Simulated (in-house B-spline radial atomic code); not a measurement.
A run on an ion of nuclear charge 65 with 65.6 electrons that did not converge. Method: scalar-relativistic (X2C) LDA PW92, spin-polarised, spherical fractional occupations, Fermi nucleus of rms radius 5.06 fm; computed with an all-electron radial atomic-structure program (B-spline basis).

Command:
```bash
python run_scf.py task.json out
```
Settings (nuclear radius in fm, mass in u):
```
Z                65
configuration    [Xe] 4f9.6 6s2
hamiltonian      x2c
method           lda,pw
spin_polarised   True
nucleus          fermi
rms_radius       5.06
atomic_mass      158.92535
speed_of_light   137.035999084
```

First and last ten iterations of the last attempt (damped for 15 steps, keeping 80 % of the old Fock matrix, then DIIS):
```
 iter        energy (Eh)    residual
    1      -11655.318352    7.10e-01
    2      -11653.702042    1.35e+00
    3      -11676.935013    8.35e-01
    4      -11689.344509    5.01e-01
    5      -11695.426916    3.09e-01
    6      -11698.133645    1.97e-01
    7      -11699.231436    1.16e-01
    8      -11699.658219    7.44e-02
    9      -11699.837765    5.35e-02
   10      -11699.927129    3.92e-02
  111      -11657.054105    5.59e-01
  112      -11657.031034    5.59e-01
  113      -11657.011436    5.59e-01
  114      -11656.997842    5.59e-01
  115      -11657.038170    5.59e-01
  116      -11657.021687    5.59e-01
  117      -11697.809344    1.38e-01
  118      -11697.763046    1.40e-01
  119      -11699.842809    5.13e-02
  120      -11699.868726    4.76e-02
 not converged after 120 iterations
```

The smallest residual met was 2.0e-02; the threshold is about 6e-07. No energy from this run should be used. The likely cause: this method binds the added charge weakly or not at all at the basis-set limit, so charge moves back and forth between the atom and the box. Run time, properties included: 2.2 s on 1 thread of Arm Neoverse V2, on a shared host.
